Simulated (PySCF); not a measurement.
# Stretching GeSb⁺

Set-up: PySCF, scalar-relativistic core potentials, basis sets Ge def2-SVP, Sb def2-SVP with ECP28. Energies in eV from Ge⁺ + Sb in their ground configurations at the same level. State: ³Σ⁻ (triplet), unpaired electrons π ↑↑.

All columns are PBE0. A positive dipole points towards Sb; it is taken about the centre of mass and depends on that origin.

```csv
R (Å),E (eV),μ (D),Mulliken charge on Ge (basis-dependent),HOMO (eV),LUMO (eV),Mayer bond order,⟨S²⟩
2.243,-1.750,-0.52,0.47,-12.22,-10.46,1.77,2.00
2.347,-2.304,-0.85,0.50,-12.21,-10.18,1.77,2.00
2.451,-2.604,-1.19,0.52,-12.17,-9.93,1.76,2.00
2.530,-2.708,-1.45,0.54,-12.13,-9.76,1.76,2.00
2.608,-2.734,-1.71,0.55,-12.08,-9.61,1.75,2.00
2.686,-2.701,-1.96,0.56,-12.02,-9.47,1.73,2.00
2.791,-2.591,-2.30,0.57,-11.92,-9.31,1.71,2.01
2.921,-2.383,-2.72,0.59,-11.79,-9.16,1.67,2.01
3.077,-2.079,-3.20,0.60,-11.61,-9.04,1.61,2.02
3.286,-1.652,-3.85,0.62,-11.35,-9.07,1.44,2.05
```

A fit through these points gives, at Re = 2.600 Å, μ = -1.68 D and dμ/dR = -3.29 D/Å; the reduced mass is 45.87 u.

Question: How strong is the fundamental in the double-harmonic approximation, I = 42.26·(dμ/dR)²/μred km/mol?

Answer: I = 42.26·(-3.29)²/45.87 = 9.97 km/mol at PBE0.

These are scalar-relativistic numbers at best; spin–orbit coupling would shift them, the dissociation energy most. For an ion De counts to the pair picked by the measured ionisation energies or electron affinities, which need not be the lowest pair at this level. The state was picked by a PBE0 search and need not be the measured ground state.
